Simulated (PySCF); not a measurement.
Excitation energy of Ta²⁺ by level of theory

Ta²⁺ [Xe] 4f14 5d3 (4F) → Ta²⁺ [Xe] 4f14 5d2 6p1 (high-spin determinant), as a difference of total energies. Computed with PySCF 2.14 in aug-cc-pVTZ-PP with one added diffuse shell each of s, p, d, f, g type with ECP60MDF (7s7p6d4f3g, 113 functions), with a scalar-relativistic core potential. Correlated levels: valence: 5s2 5p6 frozen. The calculations carry no spin-orbit coupling.

```
           method  excitation energy (eV)
              UHF                   6.715
              LDA                   6.787
              PBE                   6.781
             PBE0                   6.911
           r2SCAN                   6.899
           B2PLYP                   6.826
           M06-2X                   6.798
             TPSS                   6.708
    MP2 (valence)                   6.794
SCS-MP2 (valence)                   6.741
```

Task: How much does correlation contribute at MP2 (valence)?

Result: 6.794 − (6.715) = 0.079 eV, measured against UHF.

The determinant of the upper state mixes LS terms, which raises its energy above the lowest term, most at the Hartree-Fock and MP2 levels.
